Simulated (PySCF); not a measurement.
# TDDFT excited states: C5H6FNSi

C5H6FNSi.
SMILES: `F[SiH2]c1cccnc1`

Method: TDDFT B3LYP/def2-SVPD, vertical, gas phase, core orbitals frozen in the response (PySCF). One conformer (not necessarily the lowest) at the GFN2-xTB geometry, without solvent, vibrations or thermal averaging. Torsions of this conformer, `[F:1][SiH2:2][c:3]1[cH:4][cH:5][cH:6][n:7][cH:8]1`: F1–Si2–C3–C4 0°.

```json
{"state": "S1", "E (eV)": "4.63", "E (kJ/mol)": "446", "λ (nm)": "268.0", "f": "0.0031", "|μ| (D)": "0.42", "symmetry": "A″", "main configurations (H = HOMO, L = LUMO)": "H→L (99%)"}
{"state": "S2", "E (eV)": "4.78", "E (kJ/mol)": "461", "λ (nm)": "259.6", "f": "0.0010", "|μ| (D)": "0.23", "symmetry": "–", "main configurations (H = HOMO, L = LUMO)": "H→L+1 (99%)"}
{"state": "S3", "E (eV)": "5.52", "E (kJ/mol)": "532", "λ (nm)": "224.7", "f": "0.036", "|μ| (D)": "1.32", "symmetry": "A′", "main configurations (H = HOMO, L = LUMO)": "H-1→L (54%), H-2→L+1 (21%), H-1→L+1 (16%)"}
{"state": "S4", "E (eV)": "6.12", "E (kJ/mol)": "591", "λ (nm)": "202.5", "f": "0.033", "|μ| (D)": "1.19", "symmetry": "A′", "main configurations (H = HOMO, L = LUMO)": "H→L+2 (75%), H-1→L+1 (13%)"}
{"state": "S5", "E (eV)": "6.15", "E (kJ/mol)": "593", "λ (nm)": "201.7", "f": "0.064", "|μ| (D)": "1.65", "symmetry": "A′", "main configurations (H = HOMO, L = LUMO)": "H-1→L+1 (40%), H→L+2 (24%), H-2→L (17%)"}
{"state": "S6", "E (eV)": "6.42", "E (kJ/mol)": "619", "λ (nm)": "193.2", "f": "0.0016", "|μ| (D)": "0.26", "symmetry": "–", "main configurations (H = HOMO, L = LUMO)": "H-1→L+2 (98%)"}
{"state": "S7", "E (eV)": "6.83", "E (kJ/mol)": "659", "λ (nm)": "181.7", "f": "0.0004", "|μ| (D)": "0.13", "symmetry": "–", "main configurations (H = HOMO, L = LUMO)": "H→L+3 (96%)"}
{"state": "S8", "E (eV)": "6.89", "E (kJ/mol)": "665", "λ (nm)": "179.9", "f": "0.0020", "|μ| (D)": "0.28", "symmetry": "A″", "main configurations (H = HOMO, L = LUMO)": "H-3→L (94%)"}
```

Triplets (Tamm–Dancoff): T1 4.05 eV, H→L (75%), H→L+1 (22%); T2 4.25 eV, H-1→L+1 (45%), H-1→L (34%), H-2→L (13%); T3 4.60 eV, H→L+1 (77%), H→L (22%).

The lowest singlet lies at 4.63 eV (268 nm, ultraviolet) and is very weak; its leading configuration is HOMO→LUMO (99%). The most intense listed level is S5 at 6.15 eV (202 nm, f = 0.064), 1.52 eV above S1. Löwdin shares by element: HOMO nitrogen 58%, carbon 26% or more (atoms not listed hold the other 16%); LUMO carbon 58% or more, nitrogen 16% (atoms not listed hold the other 25%). Of the 8 states listed, 3 reach f = 0.01 and 1 stays under 0.0005. Orbital energies (eV): HOMO-3 -9.43, HOMO-2 -8.38, HOMO-1 -7.71, HOMO -7.28, LUMO -1.35, LUMO+1 -1.15, LUMO+2 -0.41. Weighted by f, the mean energy of these states is 5.95 eV. No computed singlet lies in the visible range (380 to 750 nm); the lowest, at 268 nm, stands 1.36 eV above its violet end (3.26 eV). Symmetry labels in Cs follow from the direction of the transition dipole and are given only for states with f of 0.002 or more. Singlets were solved by full linear response, triplets in the Tamm–Dancoff approximation.
